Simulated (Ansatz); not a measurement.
OTe (SMILES O=[Te]), triplet, at a GFN2-xTB geometry (all electrons, no relativity).

Here is a job for Ansatz (a first-principles code).
Ansatz 0.2 input:
```yaml
crystal:
  periodic: [false, false, false]
  atoms:
    - {symbol: O, position_ang: [-0.00000000, -0.00000000, -1.56412833]}
    - {symbol: Te, position_ang: [0.00000000, 0.00000000, 0.24063513]}
basis:
  gaussian:
    orbitals: 3-21G.json
hamiltonian:
  xc: hf
magnetization: {spin_polarized: true, initial_magnetization: 2}
```
The basis file holds 3-21G in the JSON format of the Basis Set Exchange.

**Question.** Estimate the <S^2> that HF/3-21G run with Ansatz returns for this input.

**Answer.** 2.013

**Question.** Give the number of basis functions at the level HF/3-21G.

**Answer.** 42

**Question.** Give the total energy at the level HF/3-21G.

**Answer.** -6657.5831 Eh
